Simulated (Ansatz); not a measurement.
Reaction (SMILES): O=BB=O + H+ → O=BB=[OH+]
Structures are relaxed separately at B3LYP-D3(BJ)/def2-TZVP in Ansatz (a program for electronic structure), one conformer each, not searched for the lowest.

Wanted: proton affinity (electronic energy difference), positive where the reaction releases energy, in kJ/mol. Valence correlation only, unless marked. No spin-orbit coupling. No relativistic terms. Basis-set limits of correlation are two-point, X^-3; Hartree-Fock from the larger set.

```tsv
level	program	proton affinity (kJ/mol)
HF/6-31G*	Ansatz	675.4
MP2/cc-pwCVTZ	Ansatz	649.2
RI-MP2/cc-pVQZ	Ansatz	648.8
SCS-MP2/cc-pVDZ	Ansatz	649.9
SCS-MP2/cc-pVTZ	Ansatz	659.4
```

Problem. Predict the CCSD(T)/CBS(cc-pVTZ,cc-pVQZ) result (Ansatz).

Solution. 657.4 kJ/mol, so SCS-MP2/cc-pVTZ differs from it by 2.0 kJ/mol.
